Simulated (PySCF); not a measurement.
A set of runs on GePhH3, `[H][Ge]([H])([H])[c]1ccccc1`; the geometry of each is named by its level. Settings lines and outputs come from a driver script.

Species: GePhH3, C6H8Ge.
Bonds: Ge1–C2, C2–C3, C2–C7, C3–C4, C4–C5, C5–C6, C6–C7. Hydrogens: H13, H14, H15 on Ge1; H8 on C3; H9 on C4; H10 on C5; H11 on C6; H12 on C7.

Step 1: PBE0-D3(BJ)/def2-SVP geometry optimisation, gas phase (PySCF 2.14.0) (from the GFN2-xTB geometry)
```json
{"job": {"xc": "PBE0", "basis": "def2-SVP", "d3": "d3bj", "grid": 1, "maxiter": 40, "shake": 0.03, "kind": "geom"}, "charge": 0, "multiplicity": 1}
```
```
step   0  E = -2309.44576814  max force = 0.139001
step   1  E = -2309.47322842  max force = 0.048691
step   2  E = -2309.48012274  max force = 0.052687
step   3  E = -2309.48726720  max force = 0.010178
step   4  E = -2309.48737388  max force = 0.007381
step   5  E = -2309.48762818  max force = 0.004292
step   6  E = -2309.48765816  max force = 0.003062
step   7  E = -2309.48776887  max force = 0.001303
step   8  E = -2309.48778043  max force = 0.000434
optimisation converged
```

Final energy -2309.48778 Eh after 8 steps; dipole 0.75 D. Energies in Eh; «max force» is the largest Cartesian gradient component in Eh/bohr.

On one thread, Arm Neoverse V1 (aarch64), on a shared host, this took 2.0 min and 0.62 GiB of memory at its peak.

Step 2: TDDFT CAM-B3LYP/def2-SVPD, vertical, gas phase, core orbitals frozen in the response (PySCF 2.14.0, density-fitted response routines) (on the PBE0-D3(BJ)/def2-SVP geometry)
```json
{"job": {"kind": "uv", "xc": "CAM-B3LYP", "basis": "def2-SVPD", "ip": false, "nstates": 15}, "charge": 0, "multiplicity": 1}
```
```
...
Static polarisability (au): isotropic 99.805, principal 67.419 102.520 129.477
Singlet excitations
state   eV       nm        f      main configurations
  1   5.3885    230.1   0.00065   H-1->L 0.51, H->L+1 0.47
  2   6.0374    205.4   0.04814   H->L 0.63, H-1->L+1 0.35
  3   6.8877    180.0   0.11582   H-2->L 0.79
  4   6.8938    179.8   0.33296   H->L+1 0.45, H-1->L 0.41
  5   6.9077    179.5   0.75993   H-1->L+1 0.53, H->L 0.29, H-2->L 0.09
  6   7.0149    176.7   0.03139   H->L+2 0.70, H->L+3 0.23
  7   7.0710    175.3   0.00964   H-2->L+1 0.93
  8   7.1269    174.0   0.00225   H-1->L+2 0.62, H-1->L+3 0.30
  9   7.5749    163.7   0.00284   H->L+3 0.60, H->L+2 0.22, H->L+4 0.09
 10   7.7839    159.3   0.00029   H-5->L 0.84, H-3->L 0.08
 11   7.7976    159.0   0.04820   H->L+4 0.67, H-1->L+5 0.14
 12   7.8120    158.7   0.00014   H-1->L+3 0.37, H-1->L+2 0.27, H-1->L+4 0.22
 13   7.9483    156.0   0.01049   H-5->L+1 0.82
 14   7.9962    155.1   0.01005   H-1->L+5 0.70, H->L+4 0.13
 15   8.0151    154.7   0.00115   H->L+5 0.54, H-1->L+4 0.16, H-1->L+3 0.09
Triplet excitations (Tamm-Dancoff, eV): 4.0405 4.7449 4.7570 5.1242
```

HOMO -8.55 eV, LUMO 0.45 eV; lowest singlet 5.39 eV; lowest triplet 4.04 eV (Tamm–Dancoff); mean polarisability 99.8 au.

Hardware: one thread, Arm Neoverse V1 (aarch64), shared host with 32 logical CPUs at a one-minute load of 35. Cost: 82 s wall (grids of density and orbitals included), 1.1 GiB resident at most.

Step 3: delta-SCF UKS SCAN, pcX-2 on the ionised atom, pcseg-1 elsewhere, spin-free X2C (PySCF 2.14.0) (on the PBE0-D3(BJ)/def2-SVP geometry)
```json
{"job": {"kind": "xps", "metal_2p": true}, "charge": 0, "multiplicity": 1}
```
```
...
ground state, core basis on atom 1 (C), 182 functions
  E(ground) = -2327.48295779 Eh
hole in C 1s of atom 1
  E(ion) = -2316.82695239 Eh   <S^2> = 0.8412   hole on atom = 1.000   binding energy = 289.965 eV
ground state, core basis on atom 2 (C), 182 functions
  E(ground) = -2327.48179262 Eh
hole in C 1s of atom 2
  E(ion) = -2316.81703230 Eh   <S^2> = 0.8277   hole on atom = 1.000   binding energy = 290.203 eV
ground state, core basis on atom 3 (C), 182 functions
  E(ground) = -2327.48190384 Eh
hole in C 1s of atom 3
  E(ion) = -2316.81589416 Eh   <S^2> = 0.8306   hole on atom = 1.000   binding energy = 290.237 eV
ground state, core basis on atom 4 (C), 182 functions
  E(ground) = -2327.48187361 Eh
hole in C 1s of atom 4
  E(ion) = -2316.81615939 Eh   <S^2> = 0.8251   hole on atom = 1.000   binding energy = 290.229 eV
```

C1s of C2 289.96 eV; C1s of C3 290.20 eV; C1s of C4 290.24 eV; C1s of C5 290.23 eV; one atom stands for each set of equivalent ones. SCF cycles are left out; they run on a coarse grid, and E(ground) and E(ion) are re-evaluated on a finer one. The log counts atoms from 0, this text from 1.

Hardware: one thread, Arm Neoverse V1 (aarch64), shared host. Cost: 66 s of wall time, 0.69 GiB resident at most.

Geometry of the electronic-property runs (PBE0-D3(BJ)/def2-SVP):
```
atom  x, y, z in Å
Ge1    0.0154    0.0303   -2.5220
C2     0.0085    0.0130   -0.5748
C3    -1.0228    0.6335    0.1427
C4    -1.0413    0.6043    1.5367
C5    -0.0242   -0.0459    2.2336
C6     1.0101   -0.6653    1.5334
C7     1.0255   -0.6345    0.1396
H8    -1.8250    1.1528   -0.3898
H9    -1.8520    1.0939    2.0807
H10   -0.0358   -0.0676    3.3260
H11    1.8115   -1.1734    2.0757
H12    1.8472   -1.1206   -0.3948
H13    1.4680    0.0452   -3.0328
H14   -0.7305    1.2794   -3.0254
H15   -0.6872   -1.2212   -3.0846
```

One conformer stands for the species.
